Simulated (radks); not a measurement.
The iodine anion I-, [Xe], held by a Watson sphere: a shell of charge +1 at radius R that stands for the Madelung well of a crystal (potential energy -1/R inside, -1/r outside, in hartree with lengths in bohr). Calculated with a radial shooting solver on a logarithmic mesh with Libxc functionals: scalar-relativistic Kohn-Sham, LDA (Slater exchange, VWN5 correlation), spin-polarised, spherical densities, point nucleus. Response by self-consistent Sternheimer equations with the Hartree and adiabatic LDA kernel, the relativistic mass of each level held fixed and spin-orbit coupling left out. The sphere does not respond.

R (bohr)  e(4d) (eV)  e(5s) (eV)  e(5p) (eV)  <r> 5p (bohr)  sum of <r^2> (bohr^2)  X-ray form factor at sin(theta)/lambda = 0.3 1/angstrom  alpha (bohr^3)
3.4          -48.859     -16.814      -6.866          2.574                  72.79                                                   36.631           45.45
3.62         -48.672     -16.567      -6.637          2.592                  73.57                                                   36.637           47.85
3.9          -48.434     -16.269      -6.351          2.611                  74.44                                                   36.643           50.88
4.53         -47.911     -15.661      -5.750          2.644                  75.99                                                   36.650           57.34

Estimate the row for R = 5.1 bohr.

Answer. e(4d) (eV) -47.470; e(5s) (eV) -15.180; e(5p) (eV) -5.265; <r> 5p (bohr) 2.664; sum of <r^2> (bohr^2) 76.98; X-ray form factor at sin(theta)/lambda = 0.3 1/angstrom 36.653; alpha (bohr^3) 62.52.
